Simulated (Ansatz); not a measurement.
Kohn–Sham single points on C2H8AlNSi, SMILES `N=[CH][AlH][CH2][SiH3]`.

```yaml
crystal:
  periodic: [false, false, false]
  atoms:
    - {symbol: N, position_ang: [-1.383265, -0.746712, 3.010275]}
    - {symbol: C, position_ang: [-0.531785, -0.225093, 2.214071]}
    - {symbol: Al, position_ang: [-0.225117, -0.968586, 0.406685]}
    - {symbol: C, position_ang: [1.040836, -0.224667, -0.869708]}
    - {symbol: Si, position_ang: [0.364531, 1.226348, -1.831825]}
    - {symbol: H, position_ang: [-1.843396, -1.555635, 2.579913]}
    - {symbol: H, position_ang: [-0.008198, 0.649131, 2.625653]}
    - {symbol: H, position_ang: [-1.139690, -2.230043, 0.090755]}
    - {symbol: H, position_ang: [1.936881, 0.118937, -0.339223]}
    - {symbol: H, position_ang: [1.346180, -0.997996, -1.583155]}
    - {symbol: H, position_ang: [-0.004016, 2.328664, -0.900035]}
    - {symbol: H, position_ang: [-0.869449, 0.828340, -2.566084]}
    - {symbol: H, position_ang: [1.336889, 1.762613, -2.822423]}
basis:
  gaussian: {orbitals: def2-TZVPP}
hamiltonian: {xc: {name: wB97X-V}}
output: {orbitals: {seedname: orbitals}}
```

```sh
$ ansatz run in.yaml --threads 4 --pin off --events-out ev --progress --plain --max-ram 10444MiB
```

Output, abridged:

```
Functional definition: wB97X-V
1566 factors; their error is unknown
391 factors; integrals over basis functions are off by at most 1.0e-5 eV
mean field evaluation 1: about -18160.4937 eV, gradient 5.3e1 eV
mean field evaluation 2: about -18162.1136 eV, gradient 4.6e1 eV
mean field evaluation 4: about -18166.5230 eV, gradient 3.1e0 eV
mean field evaluation 8: about -18166.5560 eV, gradient 1.6e-1 eV
mean field evaluation 16: about -18166.5613 eV, gradient 1.8e-4 eV
mean field -18166.56131801 eV, -667.6088146992 hartree, gradient 3.2e-5 eV, S^2 0.000000; 0 other end points of the search recorded, 0 dependent functions left out
reference -18166.56131542 eV, -667.6088146040 hartree; 27, 27 occupied and 262, 262 virtual orbitals, 1566 factors
Total energy: -18166.56131542 eV, -667.6088146040 hartree
```

It took 11 s on 4 threads of an Intel Xeon Platinum 8175M on a shared host, with 0.98 GiB of host memory at the peak.

The same input with `hamiltonian: {xc: pbe0, dispersion: d4}` (abridged; 4.4 s):

```
Functional definition: PBE0
mean field evaluation 16: about -18158.9598 eV, gradient 3.0e-5 eV
mean field -18158.95977925 eV, -667.3294633023 hartree, gradient 3.0e-5 eV, S^2 0.000000
Total energy: -18159.18649765 eV, -667.3377950500 hartree
```
